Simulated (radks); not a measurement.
The lutetium ion Lu2+ inside a hard spherical wall (all orbitals vanish at R), configuration held at [Xe] 4f14 6s1 and not refilled when levels cross. Calculated with a radial shooting solver on a logarithmic mesh with Libxc functionals: scalar-relativistic Kohn-Sham, PBEsol, spin-polarised, spherical densities, point nucleus; open shells are filled with parallel spins first (spin-orbit coupling, left out, can overturn this in heavy ions). Eigenvalues in eV for spin up, with the zero of energy where the potential of the charges vanishes at infinity; a dash marks a level that is unbound or too diffuse for the functional's potential to be trusted. A positive occupied level is held by the wall or, in an anion where self-interaction has pushed it up, behind a barrier. The pressure on the wall is -dE/dV.

| R (bohr) | E (hartree) | kinetic (hartree) | e(5s) | e(5p) | e(4f) | e(6s) | e(5d, empty) | e(6p, empty) | pressure (GPa) |
|---|---|---|---|---|---|---|---|---|---|
| free | -14558.1737 | 15908.648 | -78.482 | -48.891 | -26.950 | -18.060 | -17.104 | -12.602 | 0 |
| 15 | -14558.1737 | 15908.648 | -78.482 | -48.891 | -26.950 | -18.060 | -17.104 | -12.602 | < 0.0001 |
| 10 | -14558.1737 | 15908.648 | -78.482 | -48.890 | -26.950 | -18.059 | -17.104 | -12.596 | 0.000415 |
| 7 | -14558.1717 | 15908.671 | -78.406 | -48.818 | -26.873 | -17.967 | -17.038 | -12.257 | 0.165 |
| 5 | -14558.1271 | 15908.962 | -77.720 | -48.170 | -26.171 | -16.453 | -16.276 | -9.037 | 6.44 |
| 4 | -14557.9672 | 15909.761 | -76.445 | -46.977 | -24.789 | -11.828 | -14.341 | -1.381 | 46.3 |
| 3.5 | -14557.7157 | 15910.957 | -74.987 | -45.557 | -23.103 | -5.490 | -11.807 | 7.904 | 146 |
| 3 | -14557.0652 | 15914.004 | -71.944 | -42.372 | -19.432 | 8.335 | -6.319 | 26.433 | 543 |
| 2.5 | -14555.1211 | 15922.665 | -64.750 | -34.145 | -10.756 | 40.836 | 6.666 | 66.448 | 2490 |
| 2 | -14548.2907 | 15950.055 | -44.689 | -9.888 | 10.921 | 125.13 | 41.226 | 162.99 | 14700 |
| 1.5 | -14518.6361 | 16054.312 | 28.774 | 78.158 | 70.709 | 380.95 | 153.05 | 439.93 | 126000 |
